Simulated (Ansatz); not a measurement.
Cartesian coordinates in Å:
```
N -0.096 -0.513 -1.409
Mo 0.306 -0.180 0.231
N 0.519 1.511 0.449
O -1.137 -0.709 1.320
F 1.901 -1.052 0.643
H -0.266 -0.224 -2.363
H 0.567 2.479 0.162
H -1.795 -1.313 0.966
```

Charge 0, multiplicity 1. Mo: def2 effective core potential.

(1) List the r2SCAN/def2-TZVPP orbital energies in eV (the Gaussian-basis code of Ansatz). (Estimate.)

Answers

(1) Ansatz gave: Occupied: -665.70, -516.35, -385.60, -385.44, -70.92, -44.21, -44.06, -43.96, -29.85, -26.07, -20.81, -20.60, -13.19, -12.36, -12.10, -11.36, -10.64, -10.45, -9.54, -8.99, -8.04, -7.91, -7.26, -7.04. Lowest empty: -2.35, -2.06, -1.43, -1.07, -0.25, -0.03, 1.05, 1.42.
